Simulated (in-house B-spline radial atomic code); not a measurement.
Values are calculated unless marked as measured or tabulated.
**Rb in an electron gas of r_s = 1.5: phase shifts, screening and friction**

A nucleus sits in a uniform electron gas with a rigid positive background. The Kohn-Sham equations are solved self-consistently in the spin-unpolarised LDA (PW92), non-relativistic, on B-splines with outgoing waves at the boundary and partial waves to l = 8. The model has no lattice, no bands and no magnetic solution. Atomic units; δ_l are the phase shifts at the Fermi level, counted so that each bound state adds π, and good to about 0.0005.

The density parameter is r_s = 1.5 bohr.

```csv
l,δ_l (rad)
0,10.5213
1,8.0958
2,4.2655
3,0.2008
4,0.0435
5,0.0115
6,0.0032
7,0.0009
8,0.0003
```

Bound levels below the band bottom (hartree): s -9.822, p -7.473, d -3.22, s -0.5632, p -0.07572 and deeper ones.

**Question.** Check the Friedel sum rule, and say where the screening charge sits.

**Answer.** k_F = (9π/4)^(1/3)/r_s = 1.27944. The rule is Z = (2/π) Σ (2l + 1) δ_l. The terms are s 6.698, p 15.462, d 13.578, f 0.895 and 0.368 beyond, in all 37.000 against Z = 37. Bound states hold 8 s, 18 p, 10 d electrons, so the scattering states carry 1.00 in all; where a term is smaller than its bound count, the bound level has drawn weight out of the band.

**Question.** Find the transport cross section and the electronic stopping of a 1 keV Rb ion (mass 85.47 u).

**Answer.** σ_tr = (4π/k_F²) Σ (l + 1) sin²(δ_l − δ_(l+1)). The terms for l = 0 to 3 are 0.4309, 0.8078, 1.9079, 0.0982, all together 3.2504, so σ_tr = 7.677 × 3.2504 = 24.952 bohr². With n = 3/(4π r_s³) = 0.07074, the friction coefficient is Q = n k_F σ_tr = 2.2582. For v well below v_F = 1.279, dE/dx = Q v; with 24801 eV per u at v = 1, v = √(1000/(24801 × 85.47)) = 0.0217, so dE/dx = 0.04905 hartree/bohr = 25.2 eV/nm. The largest term couples the d and f waves.
